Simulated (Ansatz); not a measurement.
ClF2GeH3Si can be A, `[F][Ge]([F])([SiH3])[Cl]`, or B, `F[SiH2][GeH]([F])[Cl]`.

Isolated molecules relaxed with PBE0-D4/def2-TZVP in Ansatz; ΔE leaves out vibrations. CCSD(T)/CBS is the MP2 limit (def2-TZVPP, def2-QZVPP) plus CCSD(T) − MP2 in def2-TZVPP, frozen cores. Functionals use def2-TZVPP. B3LYP here is the variant with VWN-RPA as its local correlation; programs differ in this. For Ge outer-core shells are correlated without core-valence functions, which leaves a few kJ/mol of doubt a bond. Scalar relativity is left out up to krypton. Each species was taken in one conformer, which may not be the lowest.

(1) Which is lower in electronic energy at CCSD(T)/CBS, and by how much? (Best estimate.)

(2) Give E(B) − E(A) in kcal/mol with HF/def2-TZVPP, ωB97M-V, PBE0-D4, r2SCAN-D4, B3LYP-D4, B3LYP, CCSD/def2-TZVPP. (Best estimate.)

Largest T1 diagnostic: 0.012.

Results:

(1) Ansatz gave: B, by 9.5 kcal/mol.

(2) Ansatz gave: HF/def2-TZVPP -10.1, ωB97M-V -8.7, PBE0-D4 -8.4, r2SCAN-D4 -8.1, B3LYP-D4 -8.9, B3LYP -9.1, CCSD/def2-TZVPP -8.9. None reverses the order clearly.

From PBE to PBE0 (25 % exact exchange), in def2-TZVPP and without D4, E(B) − E(A) moves by −0.9 kcal/mol. In def2-TZVPP, CCSD(T) changes the Hartree–Fock value by +1.8 kcal/mol (the triples alone add +0.5 kcal/mol) and MP2 by +1.4 kcal/mol.
